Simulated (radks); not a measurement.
Excited configurations of Er I: one electron is placed in a higher orbital outside [Xe] 4f12 6s1. The ground configuration is [Xe] 4f12 6s2. Method: scalar-relativistic Kohn-Sham, LDA (Slater exchange, Perdew-Wang correlation), spin-polarised, spherical densities, point nucleus; open shells are filled with parallel spins first (spin-orbit coupling, left out, can overturn this in heavy ions); computed with a radial shooting solver on a logarithmic mesh with Libxc functionals. Excitation = E - E(ground); binding = E(ion) - E, where the ion is the core of charge +1; n* = 1/sqrt(2 binding) in atomic units, and the quantum defect is n - n*.

outer orbital  excitation (eV)  binding (eV)     n*  quantum defect  eigenvalue (eV)  <r> (bohr)
5d                       2.451         3.923  1.862           3.138           -1.124       3.760
5f                       5.422         0.953  3.778           1.222           -0.457       16.42
6p                       2.426         3.949  1.856           4.144           -2.088       5.324
6d                       4.837         1.538  2.975           3.025           -0.775       11.20
6f                       5.712         0.663  4.532           1.468           -0.384       27.90
7s                       4.045         2.330  2.417           4.583           -1.419       9.473
7p                       4.696         1.678  2.847           4.153           -1.004       12.37
7d                       5.430         0.945  3.795           3.205           -0.560       20.95
7f                       5.894         0.480  5.323           1.677           -0.301       42.00

The Delta-SCF ionisation energy is 6.375 eV (NIST Atomic Spectra Database: 6.108 eV, measured). Self-interaction in the functional shifts the binding energies and quantum defects, so they are the method's values and not measured ones. Open shells are spherical and high-spin; term and fine-structure splittings are not resolved. Spin-orbit splitting is averaged out at the scalar-relativistic level.
